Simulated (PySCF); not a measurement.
In(H)2(Ph), C6H7In, SMILES [InH2][c]1ccccc1 (B3LYP/def2-SVP optimised geometry):

```
14

In     1.242    -1.934     0.000
H      0.307    -3.403     0.000
H      2.983    -1.934     0.000
C      0.196    -0.032     0.000
C     -1.213     0.023     0.002
C     -1.889     1.248     0.002
C     -1.167     2.445     0.000
C      0.231     2.414    -0.002
C      0.903     1.187    -0.002
H     -1.799    -0.901     0.004
H     -2.983     1.268     0.004
H     -1.694     3.403     0.000
H      0.800     3.348    -0.004
H      1.998     1.187    -0.004
```

Method: PySCF with B3LYP/def2-TZVP, def2 effective core potentials past Kr.

Q: What are the frontier orbital energies and the dipole moment?

A: HOMO-2 -7.33 eV, HOMO-1 -7.10 eV, HOMO -7.07 eV, LUMO -2.04 eV, LUMO+1 -0.51 eV; dipole moment 0.78 D.

On the same geometry PBE/def2-TZVP, def2 effective core potentials past Kr (PySCF) gives HOMO-2 -6.40 eV, HOMO-1 -6.34 eV, HOMO -6.33 eV, LUMO -2.51 eV, LUMO+1 -1.25 eV; dipole moment 0.86 D.
